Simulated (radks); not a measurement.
Values are calculated unless marked as measured or tabulated.
Initial-state core-level shifts of neutral phosphorus when its valence configuration changes from [Ne] 3s2 3p3. Level of theory: non-relativistic Kohn-Sham, TPSS, spin-polarised, spherical densities, point nucleus; open shells are filled with parallel spins first; meta-GGA in the generalised Kohn-Sham scheme (a radial shooting solver on a logarithmic mesh with Libxc functionals). Shifts are changes of the shell-averaged eigenvalues in eV (positive: less bound); the change of the density at the nucleus, which sets a Mossbauer isomer shift, is in e/bohr^3, on a base of 2189.

| valence | 1s | 2s | 2p | density at nucleus |
|---|---|---|---|---|
| 3s1 3p4 | -1.743 | -1.684 | -1.683 | -5.9285 |
| 3p5 | -3.726 | -3.555 | -3.550 | -12.3442 |
| 3s1.5 3p3.5 | -0.881 | -0.852 | -0.851 | -2.9484 |
| 3s0.5 3p4.5 | -2.807 | -2.685 | -2.682 | -9.1157 |
